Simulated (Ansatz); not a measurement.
Molecule: B₂H₄ (charge 0, singlet). SMILES: BB
Coordinates optimised at B3LYP-D3(BJ)/def2-TZVP (Ansatz, a quantum-chemistry and plane-wave program):
```
B
H 1 1.1966
H 1 1.1966 2 115.74
B 1 1.6266 2 122.13 3 -180.00
H 4 1.1966 1 122.13 2 90.00
H 4 1.1966 5 115.74 1 180.00
```
Charge 0, spin multiplicity 1.

Property: vertical triplet-singlet gap (E(triplet) - E(singlet); each state is the SCF solution reached for its spin; the molecule has degenerate orbitals, so one determinant may break the symmetry), in eV. Valence correlation only, unless marked. Open shells are spin-unrestricted. Spin-orbit coupling is left out. Non-relativistic. CBS marks a two-point X^-3 extrapolation of the correlation energy; Hartree-Fock from the larger set. [CCSD(T)-MP2]/basis is that difference in the basis named.

```json
[
 {"level": "HF/def2-SVPD", "program": "Ansatz", "vertical triplet-singlet gap (eV)": "4.38"}
]
```

### Question
What does RI-MP2/CBS(aug-cc-pVTZ,aug-cc-pVQZ)+[CCSD(T)-MP2]/aug-cc-pVTZ (Ansatz) give?

### Answer
4.58 eV, so HF/def2-SVPD differs from it by -0.20 eV.
